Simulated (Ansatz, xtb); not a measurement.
## Isomers of CH2GeN− in order of energy

6 gas-phase structures of CH2GeN−, found in a search over its isomers (lower ones may exist). Each was relaxed with GFN2-xTB:

A. a singlet given by its coordinates
B. `[C-]#[N+][GeH2-]`, a singlet
C. `[CH2-][N+]#[Ge-]`, a singlet
D. a singlet given by its coordinates
E. the triplet with the links of `[N-]=[CH][GeH]`
F. `[CH2]1[N]=[Ge-]1`, a singlet

A (Å):

```xyz
5

C    -0.0977   -0.3816   -1.0584
Ge   -0.5179    1.2033    0.0402
N     0.0211   -1.2277   -1.8405
H    -0.6957    0.1881    1.3677
H     1.1157    1.3349    0.4082
```

Close contacts (Å): C1–Ge2 1.97, C1–N3 1.16, Ge2–H4 1.68, Ge2–H5 1.68.

D (Å):

| atom | x (Å) | y (Å) | z (Å) |
| --- | --- | --- | --- |
| C | -0.0493 | 1.4524 | -1.3657 |
| Ge | -0.9259 | -0.2188 | -0.9962 |
| N | -0.5711 | 1.5811 | -0.2144 |
| H | 0.5631 | 2.2382 | -1.8421 |
| H | 0.7367 | -1.2389 | -0.4818 |

Close contacts (Å): C1–Ge2 1.92, C1–N3 1.27, Ge2–N3 1.99, C1–H4 1.10, Ge2–H5 2.02.

Q: Make a reasoned guess at their ranking by r2SCAN-D4/def2-SVPD//GFN2-xTB single-point energy.

A: Calculated order at r2SCAN-D4/def2-SVPD//GFN2-xTB: A (0.0), B (13.9), C (38.7), F (41.8), D (45.4), E (45.9) kcal/mol. Less than 1 kcal/mol parts D and E, so the order within that pair means little.

Energies above the lowest of each column, in kcal/mol; the last columns are at r2SCAN-D4/def2-SVPD geometries and were run for some of them only (a dash: not run or not comparable):

```json
{"structure": "A", "GFN2-xTB": "0.0", "HF/STO-3G": "0.0", "r2SCAN-D4/def2-SVPD//GFN2-xTB": "0.0", "r2SCAN-D4/def2-SVPD": "0.0", "CCSD(T)/def2-TZVPPD": "0.0"}
{"structure": "B", "GFN2-xTB": "6.5", "HF/STO-3G": "19.1", "r2SCAN-D4/def2-SVPD//GFN2-xTB": "13.9", "r2SCAN-D4/def2-SVPD": "11.0", "CCSD(T)/def2-TZVPPD": "9.9"}
{"structure": "C", "GFN2-xTB": "30.9", "HF/STO-3G": "65.5", "r2SCAN-D4/def2-SVPD//GFN2-xTB": "38.7", "r2SCAN-D4/def2-SVPD": "–", "CCSD(T)/def2-TZVPPD": "–"}
{"structure": "F", "GFN2-xTB": "26.9", "HF/STO-3G": "54.8", "r2SCAN-D4/def2-SVPD//GFN2-xTB": "41.8", "r2SCAN-D4/def2-SVPD": "–", "CCSD(T)/def2-TZVPPD": "–"}
{"structure": "D", "GFN2-xTB": "22.3", "HF/STO-3G": "82.0", "r2SCAN-D4/def2-SVPD//GFN2-xTB": "45.4", "r2SCAN-D4/def2-SVPD": "–", "CCSD(T)/def2-TZVPPD": "–"}
{"structure": "E", "GFN2-xTB": "–", "HF/STO-3G": "55.0", "r2SCAN-D4/def2-SVPD//GFN2-xTB": "45.9", "r2SCAN-D4/def2-SVPD": "–", "CCSD(T)/def2-TZVPPD": "–"}
```

Every level run on A puts it lowest or level with the lowest. Some further structures that were screened fall inside this span and aren't listed. Flexible structures stand in one conformer each, not always the lowest. Frequencies (r2SCAN-D4/def2-SVPD) were run for A, B alone. GFN2-xTB has no spin polarisation and isn't compared across spin states. Open shells are spin-unrestricted, some with notable spin contamination.

Over these structures GFN2-xTB departs from r2SCAN-D4/def2-SVPD//GFN2-xTB by 6.7 kcal/mol on average once a common shift is removed. A GFN2-xTB relaxation took about 0.075 s and the r2SCAN-D4/def2-SVPD//GFN2-xTB energy about 1.5 s on a shared host (Ansatz 0.2.0, xtb 6.7.1).
